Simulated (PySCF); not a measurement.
Species: C8H10Se.
Atom-mapped SMILES: `[CH3:1][Se:2][c:3]1[cH:4][cH:5][c:6]([CH3:7])[cH:8][cH:9]1` (hydrogens: H10, H11, H12 on C1; H13 on C4; H14 on C5; H15, H16, H17 on C7; H18 on C8; H19 on C9)

Method: PySCF, PBE0-D3(BJ)/def2-SVP geometry optimisation, gas phase.

Q: What internal coordinates does the optimisation give?

A: 
```csv
bond,length (Å)
C1–Se2,1.935
Se2–C3,1.903
"C3–C4, C3–C9",1.399
"C4–C5, C8–C9",1.392
"C5–C6, C6–C8",1.399
C6–C7,1.501
"C1–H10, C1–H11, C1–H12",1.098
"C4–H13, C9–H19",1.092
"C5–H14, C8–H18",1.094
"C7–H15, C7–H16, C7–H17",1.101
```

Bonds in one row agree within 0.01 Å and their mean is given. A selection of angles:
```csv
angle,degrees
Se2–C1–H10,110.8
Se2–C1–H11,105.9
H10–C1–H11,109.1
C1–Se2–C3,100.3
Se2–C3–C4,124.1
Se2–C3–C9,117.2
C4–C3–C9,118.7
C3–C4–C5,120.2
C3–C4–H13,120.9
C5–C4–H13,119.0
C4–C5–C6,121.7
C4–C5–H14,118.9
C6–C5–H14,119.4
C5–C6–C7,121.4
C5–C6–C8,117.4
C6–C7–H15,111.5
H15–C7–H16,108.1
C3–C9–H19,120.0
```

Dihedral angles: C1–Se2–C3–C4 8° (synperiplanar). The mirror-image conformer, all signs reversed, is as good.

The 7 C–C bonds span 1.390 Å (C8–C9, aromatic) to 1.501 Å (C6–C7, drawn single), a spread of 0.111 Å. The 6-membered ring C3–C4–C5–C6–C8–C9 has internal angles of 117.4° to 121.7° (sum 720°, against 720° for a flat polygon); it is planar, 0.00 Å rms from its mean plane, widest ring torsion 0°. Of the pairs four or more bonds apart, C1···H13 is among the closest relative to their van der Waals radii: 2.60 Å, 90 % of the sum of Bondi's values. The 2 C–Se bonds span 1.903 Å (Se2–C3, drawn single) to 1.935 Å (C1–Se2, drawn single), a spread of 0.032 Å.

Point group: C1 (no symmetry element, even within 0.4 Å). No frequency check. One conformer, not necessarily the lowest.

Hardware: Arm Neoverse V2, one thread, no GPU, shared host with 192 logical CPUs at a one-minute load of 46. Cost: 2.6 min of wall time, 0.84 GiB resident at most. That covers the optimisation of the geometry.
